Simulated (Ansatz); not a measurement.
Sn(tBu)H3 (C₄H₁₂Sn), relaxed as a singlet with RKS B3LYP-D4/def2-SVP in Ansatz, starting from the GFN2-xTB geometry. Force threshold 0.02 eV/Å.

In the def2 sets Sn takes a core potential; there is no spin–orbit coupling. Another isomer (singlet) lies 0.82 eV lower at PBE0-D4/def2-TZVP; other spin states weren't run for this one.

Start:

```csv
atom,x (Å),y (Å),z (Å)
C1,-0.0053,0.1902,0.1111
C2,-0.8803,1.1787,-0.6405
C3,1.4093,0.7304,0.2256
C4,-0.5782,-0.0639,1.4938
Sn5,0.0466,-1.7236,-1.0078
H6,-0.9175,2.1227,-0.0972
H7,-0.4849,1.3774,-1.6345
H8,-1.8980,0.8068,-0.7401
H9,1.8421,0.9130,-0.7559
H10,2.0525,0.0373,0.7645
H11,1.3982,1.6743,0.7704
H12,0.0285,-0.7785,2.0467
H13,-1.5952,-0.4470,1.4345
H14,-0.6017,0.8678,2.0590
H15,1.1202,-2.8366,-0.3661
H16,0.4971,-1.5432,-2.6103
H17,-1.4335,-2.5059,-1.0532
```

Q: Estimate the energy that the relaxation releases and the steps that it takes.

A: 3.2 kcal/mol, in 4 steps; 11 s on 4 threads of Arm Neoverse V1 on a shared host. No frequencies were taken in this run, so the end may be a saddle point.

Q: Does the start keep its bonding and symmetry?

A: By distances, no bond broke or formed. The bond that changes most is Sn5–H15, from 1.67 to 1.72 Å (atoms count from 1). Point group C3 at the start, C3 at the end, both within 0.05 Å.

Q: Predict the relaxed structure.

A: 
```xyz
17

C    -0.004    0.176    0.103
C    -0.894    1.165   -0.659
C     1.426    0.718    0.210
C    -0.579   -0.089    1.500
Sn    0.045   -1.731   -1.014
H    -0.939    2.131   -0.119
H    -0.510    1.376   -1.671
H    -1.930    0.802   -0.761
H     1.873    0.913   -0.779
H     2.093    0.028    0.751
H     1.429    1.677    0.764
H     0.033   -0.805    2.074
H    -1.607   -0.484    1.459
H    -0.613    0.851    2.082
H     1.146   -2.827   -0.266
H     0.553   -1.454   -2.638
H    -1.524   -2.447   -1.036
```
Bond lengths: 3 × C–C 1.53 Å; 1 × C–Sn 2.21 Å; 9 × C–H 1.10 to 1.11 Å; 3 × H–Sn 1.72 Å.
